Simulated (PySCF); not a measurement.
## Working out the excitation energy of K

K [Ar] 4s1 (2S) → K [Ar] 3d1 (2D). All numbers are calculated (PySCF 2.14, the spin-free X2C one-electron Hamiltonian (Gaussian nucleus), in x2c-TZVPPall with one added diffuse shell each of s, p, d type (7s5p4d, 42 functions)). Frozen: [Ne]. Energies in hartree (1 hartree = 27.21139 eV):

```
             part    K (lower)    K (upper)
              UHF  -601.449423  -601.357935
MP2 opposite-spin    -0.113527    -0.109290
    MP2 same-spin    -0.046062    -0.042469
```

Question: What does Hartree-Fock give?

Answer: (-601.357935) − (-601.449423) = 0.091488 hartree = 2.490 eV.

Question: What do MP2 and SCS-MP2 (6/5 opposite-spin, 1/3 same-spin) give?

Answer: The opposite-spin parts differ by 0.115 eV and the same-spin parts by 0.098 eV. MP2: 2.490 + (0.115) + (0.098) = 2.703 eV. SCS-MP2: 2.490 + 1.2 × (0.115) + (0.098)/3 = 2.661 eV.

Measured between the centres of the two terms (NIST): 2.670 eV, so MP2 (valence and next inner shell) is off by 0.033 eV.

What remains against the reference includes basis incompleteness, the frozen core and correlation beyond second order.
